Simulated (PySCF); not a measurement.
Polarisability and C₆ of I⁺ (iodine, charge +1)

[Kr] 4d10 5s2 5p4, high-spin 3P determinant. Calculation: PySCF 2.14, in aug-cc-pVQZ-PP with one added diffuse shell each of s, p, d, f, g type with ECP28MDF (8s8p6d4f3g, 117 functions); scalar relativity through the core potential. Coupled (time-dependent) response in atomic units; α is the mean over directions.

```
method  mean α (bohr³)         α xx, yy, zz  C₆ (like pair)  S(−4)
 B3LYP           20.38  19.83, 21.49, 19.83           173.8  78.22
```

S(−4) is the Cauchy moment in α(ω) = α(0) + S(−4) ω² + …

Spin-orbit coupling is absent.

α(iu) at B3LYP:

```csv
u (hartree),α(iu) (bohr³)
0,20.38
0.0500,20.19
0.100,19.63
0.200,17.73
0.300,15.35
0.500,10.97
0.750,7.290
1.00,5.125
1.50,2.961
2.00,1.974
3.00,1.099
5.00,0.5001
```

A single London oscillator, α(iu) = α/(1 + u²/ω²), gives C₆ = (3/4) ω α². Matching the computed C₆ needs ω = 4 × 173.8 / (3 × 20.38²) = 0.558 hartree.

For an ion, C₆ is the dispersion term alone; charge-induced terms of lower order in 1/R come first.

The components differ because the open shell of this determinant is not spherical; for a pure term their mean is the scalar polarisability.

Energies and moments cover only the electrons outside the core potential.
